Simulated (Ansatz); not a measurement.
`[InH2][BH][TeH]` + CH₃NH₂ → `C[NH][InH2]` + `B[TeH]` at 298.15 K and 1 bar (cleavage of the In–B bond).

Computed with Ansatz on PBE0-D4/def2-TZVP structures; ΔE is electronic, products minus reactants. CCSD(T)/CBS is the MP2 limit (def2-TZVPP, def2-QZVPP) plus CCSD(T) − MP2 in def2-TZVPP, frozen cores. Elements past krypton have def2 core potentials. For In, Te outer-core shells are correlated without core-valence functions, which leaves a few kJ/mol of doubt a bond.

```tsv
species	CCSD(T)/CBS energy (Eh)	H − E (kJ/mol)	S (J/(mol·K))
`[InH2][BH][TeH]`	-484.70285	100.1	352.9
CH₃NH₂	-95.75281	180.0	240.4
`C[NH][InH2]`	-286.14916	189.4	318.2
`B[TeH]`	-294.31292	83.4	268.1
```

H − E and S are ideal-gas, rigid-rotor, harmonic terms from PBE0-D4/def2-TZVP. 1 Eh = 2625.50 kJ/mol, R = 8.31446 J/(mol·K).

Question: By hand: ΔE, ΔH, ΔS and ΔG.

Answer: ΔE = (-286.14916) + (-294.31292) − (-484.70285) − (-95.75281) = -0.00642 Eh = -16.9 kJ/mol. Δ(H − E) = 189.4 + 83.4 − 100.1 − 180.0 = -7.3, so ΔH = -24.2 kJ/mol. ΔS = 318.2 + 268.1 − 352.9 − 240.4 = -7.0 J/(mol·K). ΔG = -24.2 − 298.15 × (-7.0)/1000 = -22.1 kJ/mol.

Question: By hand: the equilibrium constant, and the temperature at which ΔG would vanish if ΔH and ΔS stayed fixed.

Answer: log₁₀ K = −ΔG/(RT ln 10) = 3.9. ΔG = 0 at ΔH/ΔS = 3457 K, far beyond where these terms or the molecules hold.

The number of gas molecules stays the same, so ΔS is small and ΔH decides. A doubt of 5 kJ/mol in ΔE shifts log₁₀ K by 0.9 here. These are equilibria of isolated gas molecules and say nothing of rates. Largest T1 diagnostic: 0.016 (customary marks: 0.02 for closed shells, 0.045 for open ones).
